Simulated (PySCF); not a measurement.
Compound: C3H10Si3.
Structure used (PBE0-D3(BJ)/def2-SVP), in Å, numbered top down from 1:
```
atom  x, y, z in Å
C1     3.4210   -0.6563    0.3481
C2     2.0149   -0.5488    0.0089
C3     0.8330   -0.4614   -0.2807
Si4   -0.9430   -0.2760   -0.6662
Si5   -2.2048   -0.9708    1.1862
Si6   -1.3760    1.9816   -1.1345
H7     3.8974    0.3363    0.3756
H8     3.9591   -1.2688   -0.3916
H9     3.5550   -1.1238    1.3361
H10   -1.2998   -1.1123   -1.8560
H11   -1.8612   -0.1241    2.3700
H12   -1.9274   -2.4022    1.5169
H13   -3.6648   -0.8160    0.8953
H14   -2.8294    2.1744   -1.4357
H15   -0.5739    2.4476   -2.3070
H16   -1.0207    2.8117    0.0576
```

Computed with PySCF at wB97X-D/def2-SVPD, non-relativistic, on one gas-phase PBE0-D3(BJ)/def2-SVP geometry that isn't relaxed in the solvent. The solvent is an IEF-PCM continuum (Bondi radii, 1.10 Å for H, scaled by 1.2), and excitations are vertical TDDFT with non-equilibrium linear response and a frozen core. Only the electrostatic response of the medium enters.

Gas-phase singlets (H = HOMO, L = LUMO):

| state | E (eV) | λ (nm) | f | leading configurations |
| --- | --- | --- | --- | --- |
| S1 | 5.693 | 218 | 0.005 | H→L 33%, H→L+2 30%, H-1→L+1 9% |
| S2 | 5.960 | 208 | 0.018 | H→L+1 44%, H-1→L 17%, H-1→L+2 13% |
| S3 | 5.996 | 207 | 0.006 | H-1→L+1 69%, H→L+2 9% |
| S4 | 6.474 | 192 | 0.108 | H→L+2 50%, H→L 36% |
| S5 | 6.741 | 184 | 0.016 | H→L+4 35%, H→L+3 27%, H→L 13% |

Task: Give the list for cyclohexane (ε = 2.017), n² = 2.04.

Result: 
```tsv
state	E (eV)	λ (nm)	f	leading configurations	change by rank (eV)
S1	5.704	217	0.009	H→L 34%, H→L+2 30%	+0.011
S2	5.961	208	0.030	H→L+1 46%, H-1→L 16%, H-1→L+2 13%	+0.001
S3	6.004	207	0.009	H-1→L+1 70%	+0.008
S4	6.437	193	0.171	H→L+2 50%, H→L 37%	-0.037
S5	6.733	184	0.025	H→L+4 32%, H→L+3 29%, H→L 12%	-0.008
```

Task: How do the frontier levels move from gas to cyclohexane?

Result: 
| orbital | gas (eV) | solvent (eV) | change (eV) | Löwdin shares, gas | Löwdin shares, solvent |
| --- | --- | --- | --- | --- | --- |
| LUMO+2 | 1.64 | 1.66 | +0.02 | Si4 22 %, Si5 14 %, Si6 14 %, C3 11 % | Si4 22 %, Si5 14 %, Si6 14 %, C3 11 % |
| LUMO+1 | 1.53 | 1.55 | +0.02 | Si4 18 %, C2 17 %, C3 16 %, Si5 12 % | Si4 18 %, C2 17 %, C3 16 %, Si5 12 % |
| LUMO | 1.47 | 1.49 | +0.02 | Si4 20 %, Si5 18 %, Si6 18 %, H12 8 % | Si4 20 %, Si5 18 %, Si6 18 %, H12 8 % |
| HOMO | -8.99 | -8.98 | +0.01 | C3 21 %, C2 20 %, Si4 17 %, Si6 12 % | C3 21 %, C2 20 %, Si4 17 %, Si6 12 % |
| HOMO-1 | -9.45 | -9.44 | +0.01 | C3 33 %, C2 31 %, Si4 10 %, H10 6 % | C3 32 %, C2 30 %, Si4 11 %, H10 6 % |
| HOMO-2 | -10.50 | -10.49 | +0.01 | C3 24 %, C2 18 %, Si4 17 %, Si6 11 % | C3 24 %, C2 18 %, Si4 17 %, Si6 11 % |
| HOMO-3 | -10.88 | -10.87 | +0.01 | Si4 24 %, C3 14 %, Si6 13 %, Si5 13 % | Si4 23 %, C3 14 %, Si6 13 %, Si5 13 % |

The HOMO–LUMO gap goes from 10.47 to 10.47 eV.
